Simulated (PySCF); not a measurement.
**Radial density of W (tungsten, neutral)**

UHF, [Xe] 4f14 5d4 6s1 6p1, one real determinant (an excited configuration). Computed with PySCF 2.14 in aug-cc-pVQZ-PP with ECP60MDF (7s7p6d4f3g2h, 135 functions), with a scalar-relativistic core potential. This is the valence pseudo-density: the core potential removes the inner electrons and smooths the orbitals near the nucleus.

| r (bohr) | 4πr²ρ (e/bohr) | 4πr²(ρα − ρβ) |
| --- | --- | --- |
| 0.245 | 0.0003188 | 0.0000 |
| 0.413 | 0.06667 | 0.0035 |
| 0.694 | 3.999 | 0.2396 |
| 1.17 | 10.54 | 1.9420 |
| 1.96 | 3.601 | 2.2677 |
| 3.30 | 1.058 | 1.0434 |
| 5.56 | 0.2028 | 0.2028 |
| 9.35 | 0.008244 | 0.0082 |
| 15.7 | 1.632e-05 | 0.0000 |

⟨L²⟩ = 7.95 against 12 for a pure F term, so this real determinant mixes terms. Energies and moments cover only the electrons outside the core potential. Spin-orbit coupling, absent here, splits the open shell strongly.
